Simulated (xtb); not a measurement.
C6H15Al, charge +1, doublet, from a rough starting geometry (GFN-xTB shapes and energies of metal compounds can be far from the true ones) (a state made from the parent by changing its charge; the spin is typed, not shown lowest); xtb 6.7.1 with GFN2-xTB.

The xtb input:
```
$ xtb mol.xyz --gfn 2 --chrg 1 --uhf 1 --opt vtight --json

# file mol.xyz
22

Al     0.05439097     0.09999716     0.38160398
C      1.56243422     0.66798018    -0.76295431
C      1.38640777     0.75242971    -2.27810263
H      2.36733282    -0.08673571    -0.58959575
H      2.04057255     1.59958733    -0.39897132
H      0.63198626     1.58512824    -2.54754164
H      0.91452347    -0.16469044    -2.67604868
H      2.24530339     1.02183734    -2.81687028
C     -1.83562333    -0.18464041    -0.27864340
C     -2.32930136     0.70802437    -1.40809884
H     -2.55252053    -0.13961766     0.56023167
H     -1.95153452    -1.29432235    -0.64100728
H     -1.72003300     0.57646136    -2.33688513
H     -2.27897771     1.74005517    -1.15036993
H     -3.36619395     0.46265276    -1.63532996
C      0.39532652    -0.18061426     2.34658908
C      0.85026572    -1.60180834     2.61159273
H     -0.48339981    -0.00782014     3.01112722
H      1.19616856     0.47783945     2.69479231
H      1.75136120    -1.94504850     2.10308680
H      0.14136107    -2.36188549     2.39551101
H      1.02134048    -1.74560768     3.67525312
```

What the program printed (banner, timings and long lists left out):

```
   ID    Z sym.   atoms
    1   13 Al     1
    2    6 C      2, 3, 9, 10, 16, 17
    3    1 H      4-8, 11-15, 18-22

           -------------------------------------------------
          |                Calculation Setup                |
           -------------------------------------------------

           -------------------------------------------------
          |                 G F N 2 - x T B                 |
           -------------------------------------------------

          ...................................................
          :                      SETUP                      :
          :.................................................:
          :  # basis functions                  49          :
          :  # atomic orbitals                  48          :
          :  # shells                           30          :
          :  # electrons                        41          :
          :  max. iterations                   250          :
          :  Hamiltonian                  GFN2-xTB          :
          :  restarted?                      false          :
          :  GBSA solvation                  false          :
          :  PC potential                    false          :
          :  electronic temp.          300.0000000     K    :
          :  accuracy                    1.0000000          :
          :  -> integral cutoff          0.2500000E+02      :
          :  -> integral neglect         0.1000000E-07      :
          :  -> SCF convergence          0.1000000E-05 Eh   :
          :  -> wf. convergence          0.1000000E-03 e    :
          :  Broyden damping             0.4000000          :
          :  net charge                          1          :
          :  unpaired electrons                  1          :
          ...................................................

 iter      E             dE          RMSdq      gap      omega  full diag
   1    -21.2915442 -0.212915E+02  0.102E+01    4.30       0.0  T
   2    -21.2777534  0.137908E-01  0.715E+00    3.79       1.0  T
   3    -20.8318657  0.445888E+00  0.721E+00    2.94       1.0  T
   4    -21.2572778 -0.425412E+00  0.218E+00    3.46       1.0  T
   5    -21.3287815 -0.715036E-01  0.142E+00    3.88       1.0  T
   6    -21.3333485 -0.456704E-02  0.118E+00    4.02       1.0  T
   7    -21.3190273  0.143213E-01  0.109E+00    4.05       1.0  T
   8    -21.3286945 -0.966725E-02  0.105E+00    4.10       1.0  T
   9    -21.3432386 -0.145441E-01  0.599E-01    4.12       1.0  T
  10    -21.3491991 -0.596058E-02  0.945E-02    4.16       1.0  T
  11    -21.3490290  0.170159E-03  0.110E-01    4.17       1.0  T
  12    -21.3491631 -0.134129E-03  0.624E-02    4.17       1.0  T
  13    -21.3491917 -0.286253E-04  0.414E-02    4.17       1.0  T
  14    -21.3492139 -0.221431E-04  0.502E-03    4.17       4.2  T
  15    -21.3492137  0.158415E-06  0.457E-03    4.17       4.7  T
  16    -21.3492139 -0.158925E-06  0.394E-03    4.17       5.4  T
  17    -21.3492141 -0.241844E-06  0.232E-04    4.17      92.0  T
  18    -21.3492141  0.981366E-10  0.158E-04    4.17     135.2  T

   *** convergence criteria satisfied after 18 iterations ***

         :::::::::::::::::::::::::::::::::::::::::::::::::::::
         ::                     SUMMARY                     ::
         :::::::::::::::::::::::::::::::::::::::::::::::::::::
         :: total energy             -21.042032309371 Eh    ::
         :: gradient norm              0.113738758899 Eh/a0 ::
         :: HOMO-LUMO gap              4.169080133846 eV    ::
         ::.................................................::
         :: SCC energy               -21.349113973366 Eh    ::
         :: -> isotropic ES            0.092860230764 Eh    ::
         :: -> anisotropic ES         -0.012855446050 Eh    ::
         :: -> anisotropic XC          0.008095839258 Eh    ::
         :: -> dispersion             -0.010446558925 Eh    ::
         :: repulsion energy           0.307081663995 Eh    ::
[...]
 * total energy  :   -21.0598044 Eh     change       -0.8646964E-06 Eh
 * total energy  :   -21.0598052 Eh     change       -0.7875875E-06 Eh
 * total energy  :   -21.0598057 Eh     change       -0.5189035E-06 Eh
 * total energy  :   -21.0598061 Eh     change       -0.3746496E-06 Eh
 * total energy  :   -21.0598065 Eh     change       -0.4347196E-06 Eh
 * total energy  :   -21.0598070 Eh     change       -0.4710503E-06 Eh
 * total energy  :   -21.0598073 Eh     change       -0.3485507E-06 Eh
 * total energy  :   -21.0598076 Eh     change       -0.2677443E-06 Eh
 * total energy  :   -21.0598078 Eh     change       -0.2264972E-06 Eh
 * total energy  :   -21.0598080 Eh     change       -0.1385518E-06 Eh
 * total energy  :   -21.0598081 Eh     change       -0.1122415E-06 Eh
 * total energy  :   -21.0598081 Eh     change       -0.7450258E-07 Eh
   *** GEOMETRY OPTIMIZATION CONVERGED AFTER 107 ITERATIONS ***
         :: total energy             -21.059808138042 Eh    ::
[...]
     4   1 H        0.924     0.103     1.756     2.072
     5   1 H        0.923     0.110     1.699     2.039
     6   1 H        0.925     0.069     2.092     2.262
     7   1 H        0.925     0.077     2.008     2.216
     8   1 H        0.924     0.098     1.800     2.098
     9   6 C        3.654    -0.135    23.440     6.952
    10   6 C        3.769    -0.111    22.651     6.783
    11   1 H        0.923     0.103     1.761     2.076
    12   1 H        0.923     0.104     1.745     2.066
    13   1 H        0.925     0.070     2.090     2.261
    14   1 H        0.925     0.072     2.062     2.246
    15   1 H        0.924     0.092     1.862     2.134
    16   6 C        3.650    -0.124    23.231     6.923
    17   6 C        3.778    -0.114    22.714     6.790
    18   1 H        0.924     0.099     1.796     2.096
    19   1 H        0.924     0.104     1.749     2.068
    20   1 H        0.925     0.074     2.044     2.236
    21   1 H        0.924     0.082     1.958     2.188
    22   1 H        0.924     0.105     1.743     2.065

 Mol. C6AA /au·bohr⁶  :       3423.340070
 Mol. C8AA /au·bohr⁸  :     100535.361693
 Mol. α(0) /au        :         93.233229

Wiberg/Mayer (AO) data.
largest (>0.10) Wiberg bond orders for each atom

 ---------------------------------------------------------------------------
     #   Z sym  total        # sym  WBO       # sym  WBO       # sym  WBO
 ---------------------------------------------------------------------------
     1  13 Al   3.329 --     9 C    0.914     2 C    0.862    16 C    0.791
     2   6 C    3.764 --     3 C    1.014     4 H    0.898     5 H    0.889
                             1 Al   0.862
     3   6 C    3.961 --     2 C    1.014     6 H    0.968     7 H    0.966
                             8 H    0.932
     4   1 H    0.982 --     2 C    0.898
     5   1 H    0.981 --     2 C    0.889
     6   1 H    0.991 --     3 C    0.968
     7   1 H    0.990 --     3 C    0.966
     8   1 H    0.954 --     3 C    0.932
     9   6 C    3.789 --    10 C    1.001     1 Al   0.914    11 H    0.893
                            12 H    0.891
    10   6 C    3.962 --     9 C    1.001    13 H    0.966    14 H    0.966
                            15 H    0.943
    11   1 H    0.983 --     9 C    0.893
    12   1 H    0.982 --     9 C    0.891
    13   1 H    0.991 --    10 C    0.966
    14   1 H    0.991 --    10 C    0.966
    15   1 H    0.960 --    10 C    0.943
    16   6 C    3.727 --    17 C    1.026    18 H    0.908    19 H    0.903
                             1 Al   0.791
    17   6 C    3.964 --    16 C    1.026    20 H    0.966    21 H    0.959
                            22 H    0.925
    18   1 H    0.983 --    16 C    0.908
    19   1 H    0.981 --    16 C    0.903
    20   1 H    0.992 --    17 C    0.966
    21   1 H    0.989 --    17 C    0.959
    22   1 H    0.954 --    17 C    0.925
 ---------------------------------------------------------------------------

Topologies differ in total number of bonds
Writing topology from bond orders to xtbtopo.mol

molecular dipole:
                 x           y           z       tot (Debye)
 q only:        0.326      -0.108       0.343
   full:        0.391      -0.127       0.404       1.464
molecular quadrupole (traceless):
                xx          xy          yy          xz          yz          zz
 q only:        1.486       0.888      -7.863      -0.076      -7.244       6.376
  q+dip:        3.651       0.838      -9.015      -0.281      -6.493       5.364
   full:        0.501       0.646      -5.655       0.019      -5.579       5.155

optimized geometry written to: xtbopt.xyz

           -------------------------------------------------
          | TOTAL ENERGY              -21.059808138042 Eh   |
          | GRADIENT NORM               0.000047672372 Eh/α |
          | HOMO-LUMO GAP               3.893711523577 eV   |
           -------------------------------------------------

normal termination of xtb
```
